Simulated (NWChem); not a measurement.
## Correlation energy of disilylmethane (CH$_{8}$Si$_{2}$)

```xyz
11

Si    -1.5951     0.0000     0.1819
C      0.0000     0.0000    -0.8193
Si     1.5951     0.0000     0.1819
H     -2.7882     0.0000    -0.7199
H     -1.6633    -1.2124     1.0546
H     -1.6633     1.2124     1.0546
H      0.0000     0.8855    -1.4784
H      0.0000    -0.8855    -1.4784
H      1.6633    -1.2124     1.0546
H      1.6633     1.2124     1.0546
H      2.7882     0.0000    -0.7199
```
Charge 0, spin multiplicity 1.

Program: NWChem. The geometry was optimised at PBE0/def2-SVP, a minimum by its harmonic frequencies.

Basis set: cc-pVDZ. Each correlation energy counts from its own Hartree-Fock reference.

The correlated methods keep 11 core orbitals frozen. Coupled-cluster values serve here as a point of comparison, not as the truth.

Problem. One of these methods gave a correlation energy of -359.0 mHa. Which?
A) RI-MP2
B) CCSD
C) CR-CCSD[T]
D) SCS-MP2

Solution. A, RI-MP2. The others give -376.1 (SCS-MP2), -429.3 (CR-CCSD[T]), -420.9 (CCSD).
